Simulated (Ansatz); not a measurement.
Level of theory: frozen-core CCSD(T)/cc-pVDZ // B3LYP-D3(BJ)/def2-SVP (Ansatz, a first-principles code). The restricted HF reference is unstable towards unrestricted orbitals.

Ansatz 0.2 input:
```yaml
crystal:
  periodic: [false, false, false]
  atoms:
    - { symbol: C, position_ang: [-4.037605, 0.180245, -0.349303] }
    - { symbol: C, position_ang: [-2.829253, 0.126288, -0.244792] }
    - { symbol: C, position_ang: [-1.40624, 0.06277, -0.121672] }
    - { symbol: C, position_ang: [-0.597236, -0.168061, -1.253201] }
    - { symbol: C, position_ang: [0.785977, -0.229803, -1.133525] }
    - { symbol: C, position_ang: [1.406241, -0.062769, 0.121665] }
    - { symbol: C, position_ang: [2.829254, -0.12629, 0.244785] }
    - { symbol: C, position_ang: [4.037602, -0.180213, 0.349359] }
    - { symbol: C, position_ang: [0.597236, 0.168057, 1.253195] }
    - { symbol: C, position_ang: [-0.785977, 0.229799, 1.133519] }
    - { symbol: H, position_ang: [-5.106102, 0.227912, -0.441791] }
    - { symbol: H, position_ang: [-1.070704, -0.29823, -2.227799] }
    - { symbol: H, position_ang: [1.406105, -0.408787, -2.013504] }
    - { symbol: H, position_ang: [5.106103, -0.227931, 0.441774] }
    - { symbol: H, position_ang: [1.070705, 0.298227, 2.227792] }
    - { symbol: H, position_ang: [-1.406104, 0.408784, 2.013498] }
basis:
  gaussian: { orbitals: cc-pVDZ }
correlation:
  method: ccsd_t
```

Output:

```
Functional definition: HF
1586 factors; integrals over basis functions are off by at most 1.2e-3 eV
mean field evaluation 1: about -10392.0362 eV, gradient 3.5e1 eV
mean field evaluation 2: about -10392.5685 eV, gradient 3.5e1 eV
mean field evaluation 4: about -10396.8590 eV, gradient 3.3e0 eV
mean field evaluation 8: about -10396.8962 eV, gradient 2.1e-4 eV
mean field evaluation 16: about -10396.3603 eV, gradient 3.3e0 eV
mean field -10396.89622077 eV, -382.0788888439 hartree, gradient 1.7e-6 eV, S^2 0.000000; 0 other end points of the search recorded, 0 dependent functions left out; unrestricted orbitals would lower it
10 core orbitals not correlated
reference -10396.89622077 eV, -382.0788888439 hartree; 23, 23 occupied and 137, 137 virtual orbitals, 1586 factors
second order -34.58774425 eV of doubles, -0.00000000 eV of singles
cycle   1  -34.37132430 eV  change    2.2e-1 eV  update   1.6e-1
cycle   2  -35.46033494 eV  change    -1.1e0 eV  update   5.1e-2
cycle   3  -35.71924269 eV  change   -2.6e-1 eV  update   2.3e-2
cycle   4  -35.73596206 eV  change   -1.7e-2 eV  update   7.9e-3
cycle   5  -35.74357197 eV  change   -7.6e-3 eV  update   3.4e-3
cycle   6  -35.74522191 eV  change   -1.6e-3 eV  update   9.4e-4
cycle   7  -35.74511803 eV  change    1.0e-4 eV  update   3.5e-4
cycle   8  -35.74522504 eV  change   -1.1e-4 eV  update   1.2e-4
cycle   9  -35.74526691 eV  change   -4.2e-5 eV  update   5.4e-5
perturbative correction -1.73494026 eV, -0.0637578787 hartree
Total energy: -10434.37642794 eV, -383.4562610525 hartree
```

Cost: about 80 core-seconds (a rough figure).
